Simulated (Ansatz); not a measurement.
Reaction (ligand exchange at the Si–N bond): `BN([SiH3])[SiH2][SiH3]` + `OBCl` → `[SiH3][SiH2]OBCl` + `BN[SiH3]`

Gas-phase electronic energies from Ansatz, PBE0-D4/def2-TZVP geometries. CCSD(T)/CBS adds triple-zeta CCSD(T) − MP2 to the extrapolated MP2 energy (def2 sets, frozen cores). This one scheme is used for every species. Functionals use def2-TZVPP. B3LYP here is the variant with VWN-RPA as its local correlation; programs differ in this. Each species was taken in one conformer, which may not be the lowest.

CCSD(T)/CBS gives -8.7 kcal/mol.

**Question.** Another level gave -13.7 kcal/mol. Which?
A. HF/def2-TZVPP
B. ωB97X-V/def2-TZVPP
C. PBE0-D4/def2-TZVPP
D. B3LYP/def2-TZVPP

**Answer.** A. HF/def2-TZVPP -13.7, ωB97X-V -9.4, PBE0-D4 -8.0, B3LYP -12.0 kcal/mol.

Largest T1 diagnostic among the species: 0.013.

In def2-TZVPP, CCSD(T) changes the Hartree–Fock value by +5.0 kcal/mol (the triples alone add +0.8 kcal/mol) and MP2 by +5.5 kcal/mol. The D4 term adds +2.3 kcal/mol with B3LYP and +1.2 kcal/mol with PBE0; it sums over pairs of atoms, weighted by their polarisabilities, and B3LYP, whose exchange is more repulsive, gets the larger term.

CCSD(T)/CBS has its own doubt, a few kJ/mol and more with outer-core shells, so smaller differences from it don't rank the levels.
